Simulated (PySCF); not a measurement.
Al(Me)2(NH2) (C2H8AlN), SMILES [Al]([NH2])([CH3])[CH3].

Geometry optimised at B3LYP-D3(BJ)/def2-SVP. The structure was generated by enumeration; whether it is a known compound was not checked. One conformer was computed; it need not be the lowest.

These are PBE0/def2-TZVP (PySCF) values and carry that method's errors.

Symmetry labels are those of the subgroup C2v that the program uses (full group C2v).

Computed valence orbital energies around the gap with their symmetry:
| orbital | symmetry | energy (eV) |
|---|---|---|
| HOMO−7 | A1 | -11.68 |
| HOMO−6 | A1 | -10.84 |
| HOMO−5 | B2 | -10.80 |
| HOMO−4 | A2 | -10.58 |
| HOMO−3 | B1 | -10.58 |
| HOMO−2 | A1 | -8.79 |
| HOMO−1 | B1 | -7.56 |
| HOMO | B2 | -7.17 |
| LUMO | A1 | 0.32 |
| LUMO+1 | B2 | 0.38 |
| LUMO+2 | A1 | 1.53 |
| LUMO+3 | B1 | 1.76 |
